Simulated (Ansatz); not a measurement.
C₂H₈InNO₂ (`C[O][In]([NH2])[O]C`). Charge 0, multiplicity 1. In: def2 effective core potential.

Cartesian coordinates in Å:
```
C -1.020 2.280 1.269
O -1.151 0.914 1.579
In -0.264 -0.476 0.500
N -0.478 -2.444 0.864
O 0.632 0.266 -1.107
C 1.271 -0.549 -2.052
H -0.137 2.719 1.751
H -1.903 2.809 1.646
H -0.944 2.479 0.193
H -0.662 -2.677 1.830
H 0.279 -3.024 0.530
H 0.606 -1.310 -2.484
H 2.149 -1.069 -1.642
H 1.623 0.081 -2.876
```

Q: What are the harmonic wavenumbers in cm⁻¹ at PBE0-D4/def2-TZVP (Ansatz, finite differences of forces, unscaled)? (An estimate is asked.)

A: The calculation gave: 38, 48, 65, 73, 82, 99, 154, 202, 241, 245, 464, 529, 548, 623, 807, 1111, 1125, 1174, 1174, 1190, 1195, 1477, 1478, 1489, 1493, 1494, 1498, 1555, 2973, 2993, 3020, 3050, 3062, 3069, 3557, 3658.

Q: Is this a minimum?

A: Yes, all 36 modes are real.

Q: Give the ideal-gas thermochemistry at 298.15 K and 1 bar (rigid rotor, harmonic oscillator; point group C1, symmetry number 1).

A: Zero-point energy 281.4 kJ/mol; H(298) − E = 312.4 kJ/mol; entropy 449.2 J/(mol·K), of which translation 174.5, rotation 119.2, vibration 155.5; G(298) − E = 178.4 kJ/mol. Modes under 100 cm⁻¹ are hindered rotations or soft bends, so the harmonic entropy is rough.

Q: And at 400, 500, 600, 800 and 1000 K?

A: 
```csv
T (K),H − E (kJ/mol),S (J/mol/K),G − E (kJ/mol)
400,328.1,494.4,130.3
500,345.6,533.4,78.9
600,364.9,568.6,23.8
800,408.1,630.6,-96.3
1000,456.1,684.0,-227.9
```
